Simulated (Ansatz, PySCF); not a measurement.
Gas-phase reaction in SMILES: Cl[Si](Cl)(Cl)Cl + 4 [H][H] (H2) -> 4 Cl (HCl) + [SiH4] (SiH4)
Each molecule is optimised on its own at B3LYP-D3(BJ)/def2-TZVP (Ansatz, a program for electronic structure). Frequencies are from Ansatz or PySCF.
Geometry of the first species:
```
Si
Cl 1 2.0325
Cl 1 2.0325 2 109.47
Cl 1 2.0325 2 109.47 3 120.00
Cl 1 2.0325 2 109.47 3 -120.00
```

Quantity: energy of full hydrogenation (0 K, with B3LYP-D3(BJ) harmonic zero-point energies), in eV. Valence correlation only, unless marked. No spin-orbit coupling. Non-relativistic. FCI takes restricted orbitals. Basis-set limits of correlation are two-point, X^-3; Hartree-Fock from the larger set. [CCSD(T)-MP2]/basis is that difference in the basis named.

```
level                                                                             program  energy of full hydrogenation (eV)
-------------------------------------------------------------------------  --------------  ---------------------------------
HF/cc-pV(Q+d)Z                                                                     Ansatz                               2.67
PBE/def2-TZVPD                                                                     Ansatz                               3.16
BLYP-D3(BJ)/def2-TZVPD                                                     Ansatz + dftd3                               3.33
PBE0-D4/def2-TZVP                                                          Ansatz + dftd4                               3.43
PBE0/def2-TZVP                                                                     Ansatz                               3.25
HSE06/def2-TZVPD                                                                   Ansatz                               3.14
LC-wPBE-D3(BJ)/def2-TZVPD                                                  Ansatz + dftd3                               3.26
wB97X/def2-TZVPD                                                                   Ansatz                               3.06
MP2/aug-cc-pV(D+d)Z                                                                Ansatz                               2.81
SCS-MP2/aug-cc-pV(D+d)Z                                                            Ansatz                               2.57
CCSD(T)/cc-pwCVTZ                                                                  Ansatz                               3.11
FCI/STO-3G                                                                         Ansatz                               4.09
RI-MP2/CBS(aug-cc-pV(T+d)Z,aug-cc-pV(Q+d)Z)+[CCSD(T)-MP2]/aug-cc-pV(D+d)Z          Ansatz                               3.36
RI-MP2/CBS(cc-pV(T+d)Z,cc-pV(Q+d)Z)+[CCSD(T)-MP2]/cc-pV(D+d)Z                      Ansatz                               3.39
RI-MP2/CBS(cc-pV(T+d)Z,cc-pV(Q+d)Z)+[CCSD(T)-MP2]/cc-pV(T+d)Z                      Ansatz                               3.36
```
